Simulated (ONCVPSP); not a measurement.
Reading a pseudo-wave (Cr)

Columns: radius, all-electron u(r) and pseudo u(r) of the 3d shell (level -2.91 eV) of chromium in the configuration [Ne] 3s2 3p6 3d5 4s1; PBE, scalar-relativistic, ONCV scheme, ONCVPSP 4.0.1.

```tsv
r (bohr)	all-electron	pseudo
0.075	0.0228	0.0039
0.150	0.1100	0.0295
0.225	0.2368	0.0913
0.300	0.3715	0.1929
0.375	0.4945	0.3274
0.450	0.5969	0.4780
0.525	0.6766	0.6229
0.600	0.7346	0.7423
0.675	0.7726	0.8240
0.750	0.7938	0.8658
0.825	0.8015	0.8726
0.900	0.7988	0.8533
0.975	0.7884	0.8200
1.050	0.7725	0.7849
1.125	0.7528	0.7553
1.200	0.7305	0.7306
1.275	0.7068	0.7067
1.350	0.6822	0.6821
1.425	0.6573	0.6573
1.500	0.6326	0.6326
1.575	0.6083	0.6082
1.650	0.5845	0.5845
1.725	0.5614	0.5614
1.800	0.5392	0.5391
1.875	0.5177	0.5177
1.950	0.4972	0.4971
```

(1) How many radial nodes do the two functions have?

(2) At about which radius was the pseudo-wave matched?

(3) Is the pseudo-wave norm-conserving?

## Answers

(1) The all-electron 3d function has n − l − 1 = 0; the pseudo-wave has 0.

(2) 1.25 bohr, where the columns begin to agree (steps of 0.07 bohr).

(3) Yes: the ONCV scheme keeps the norm inside the radius equal to the all-electron one, which fixes the energy derivative of the logarithmic derivative at the level.
